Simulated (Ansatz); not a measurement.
Species: C₁₀H₈SSi, SMILES `C#Cc1cc2cc([SiH3])ccc2s1` (charge 0, multiplicity 1).

Give a relaxed geometry from Ansatz (an electronic-structure program) with PBE-D3(BJ)/def2-SVP.

the end point of this relaxation (outside a Z-matrix the atoms follow the SMILES, hydrogens last).
Cartesian coordinates (Å) in one orientation:
```xyz
20

C      5.362    -0.118    -0.670
C      4.161    -0.019    -0.438
C      2.783     0.110    -0.153
C      1.714    -0.534    -0.755
C      0.445    -0.157    -0.207
C     -0.853    -0.598    -0.562
C     -1.985    -0.102     0.103
Si    -3.713    -0.693    -0.370
C     -1.809     0.855     1.144
C     -0.544     1.313     1.521
C      0.579     0.805     0.843
S      2.253     1.217     1.127
H      6.417    -0.214    -0.882
H      1.846    -1.258    -1.570
H     -0.959    -1.339    -1.371
H     -3.603    -1.682    -1.498
H     -4.576     0.462    -0.808
H     -4.397    -1.352     0.800
H     -2.690     1.252     1.674
H     -0.431     2.052     2.327
```
